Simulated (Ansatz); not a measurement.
Basis sets compared for Be5Se5 (the lowest singlet isomer of a short search). The state is a singlet with charge 0. Geometry PBE-D4/def2-SVP. Ansatz on 4 threads of Arm Neoverse V2 on a shared host; times are rough, and most runs start from earlier orbitals.

Cartesian coordinates in Å:
```
Be -2.112 0.840 -0.078
Be 0.212 -0.699 -1.455
Be -0.630 -0.470 1.331
Be 0.950 1.255 -0.416
Be 1.671 -0.835 0.382
Se 1.151 0.816 1.712
Se -0.886 1.244 -1.708
Se 0.004 -2.216 0.099
Se -2.666 0.111 1.686
Se 2.307 -0.047 -1.551
```

The structure comes from a short search, and lower isomers may exist.

Binding counts from free atoms (Be singlet, Se triplet) in the same basis, without a counterpoise term.

```json
{"level": "PBE-D4/def2-SVP", "functions": "205", "energy (Eh)": "-12078.5263", "HOMO (eV)": "-5.67", "LUMO (eV)": "-3.70", "binding per atom (eV)": "3.58", "wall time": "5.5 s"}
{"level": "PBE0-D4/def2-SVP", "functions": "205", "energy (Eh)": "-12078.9421", "HOMO (eV)": "-6.71", "LUMO (eV)": "-3.05", "binding per atom (eV)": "3.52", "wall time": "11 s"}
```

(1) Estimate the rows for PBE-D4/def2-TZVP, PBE0-D4/def2-TZVP.

## Answers

(1) 
```
            level  functions  energy (Eh)  HOMO (eV)  LUMO (eV)  binding per atom (eV)  wall time
 PBE-D4/def2-TZVP        335  -12080.0739      -5.68      -3.63                   3.56       11 s
PBE0-D4/def2-TZVP        335  -12080.4924      -6.69      -2.95                   3.51       33 s
```
